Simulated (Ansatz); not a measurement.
The lowest singlet and triplet of P2 (SMILES P#P); geometries from B3LYP-D3(BJ)/def2-TZVP, each state relaxed from the structure named, with no frequency check.
Singlet (charge 0, multiplicity 1):
```xyz
2

P      0.000     0.000    -0.945
P      0.000     0.000     0.945
```
Triplet (charge 0, multiplicity 3):
```xyz
2

P      0.000     0.000    -1.035
P      0.000     0.000     1.035
```

A positive gap puts the triplet lower; no zero-point energy. R- takes a restricted singlet. U- takes an unrestricted singlet (broken symmetry where lower, unprojected). The triplet is unrestricted in single-reference levels. Active spaces average the two states.

Cores are frozen in the correlated methods.

Run with Ansatz (a first-principles code) with Gaussian orbitals. 

```json
[
 {"level": "R-SVWN5/def2-TZVPP", "gap E(singlet) − E(triplet), adiabatic (eV)": "-2.753"},
 {"level": "U-SVWN5/def2-TZVPP", "gap E(singlet) − E(triplet), adiabatic (eV)": "-2.753"},
 {"level": "R-PBE/def2-TZVPP", "gap E(singlet) − E(triplet), adiabatic (eV)": "(withheld)"},
 {"level": "U-r2SCAN/def2-TZVPP", "gap E(singlet) − E(triplet), adiabatic (eV)": "-2.315"},
 {"level": "U-BHLYP/def2-TZVPP", "gap E(singlet) − E(triplet), adiabatic (eV)": "-2.238"},
 {"level": "U-B2PLYP/def2-TZVPP", "gap E(singlet) − E(triplet), adiabatic (eV)": "(withheld)"},
 {"level": "SA-CASSCF(10,8)/cc-pV(T+d)Z", "gap E(singlet) − E(triplet), adiabatic (eV)": "-2.263"},
 {"level": "FIC-NEVPT4(SD) on SA-CASSCF(10,8)/cc-pV(Q+d)Z", "gap E(singlet) − E(triplet), adiabatic (eV)": "-2.272"},
 {"level": "FIC-MRCISD+Q on SA-CASSCF(10,8)/cc-pV(Q+d)Z", "gap E(singlet) − E(triplet), adiabatic (eV)": "-2.298"}
]
```

Problem. Some entries are withheld; supply them.

Solution. 
- R-PBE/def2-TZVPP, gap E(singlet) − E(triplet), adiabatic (eV): -2.419
- U-B2PLYP/def2-TZVPP, gap E(singlet) − E(triplet), adiabatic (eV): -2.579
